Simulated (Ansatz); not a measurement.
Ansatz (a first-principles code) input (RI-MP2/def2-QZVPPD):
A basis named .json is the Basis Set Exchange file of that set.

Ansatz 0.2 input:
```yaml
crystal:
  periodic: [false, false, false]
  atoms:
    - {symbol: Ir, position_ang: [-0.00000000, -0.00000000, -0.11859591]}
    - {symbol: C, position_ang: [0.00000000, 0.00000000, 1.52198079]}
basis:
  gaussian:
    orbitals: def2-QZVPPD.json
    fitting: {mean_field: def2-universal-jkfit, correlation: def2-QZVPPD-RIFIT.json}
magnetization: {spin_polarized: true, initial_magnetization: 1}
correlation: {method: mp2, electrons: outside_noble_gas}
```

Output:

```
Functional definition: HF
integrals: 0.07 GiB planned
302 factors; integrals over basis functions are off by at most 7.0e-1 eV
409 factors; integrals over basis functions are off by at most 1.6e0 eV
mean field: 0.28 GiB planned
mean field evaluation 1: about -3839.3108 eV, gradient 2.5e1 eV
mean field evaluation 2: about -3836.8906 eV, gradient 3.9e1 eV
mean field evaluation 4: about -3842.1494 eV, gradient 2.5e0 eV
mean field evaluation 8: about -3842.2495 eV, gradient 2.8e-1 eV
mean field evaluation 16: about -3842.3873 eV, gradient 1.1e-1 eV
mean field evaluation 32: about -3842.4598 eV, gradient 1.5e-6 eV
mean field evaluation 64: about -3836.5416 eV, gradient 2.0e1 eV
mean field evaluation 96: about -3839.3809 eV, gradient 9.4e-1 eV
mean field evaluation 128: about -3840.9745 eV, gradient 6.9e0 eV
mean field evaluation 160: about -3842.0324 eV, gradient 5.7e0 eV
mean field evaluation 192: about -3841.2346 eV, gradient 6.3e-4 eV
mean field -3842.45976481 eV, -141.2077918439 hartree, gradient 1.5e-6 eV, S^2 1.395724; 21 other end points of the search recorded, 0 dependent functions left out
5 core orbitals not correlated
reference -3842.45976481 eV, -141.2077918439 hartree; 7, 6 occupied and 139, 140 virtual orbitals, 409 factors
second order -13.37161080 eV of doubles, -0.00000000 eV of singles
Total energy: -3855.83137561 eV, -141.6991894774 hartree
```

The spin state was set by rule; other spins were not relaxed.

The determinant is spin-contaminated: <S^2> is 1.40 against 0.75 for a pure state.
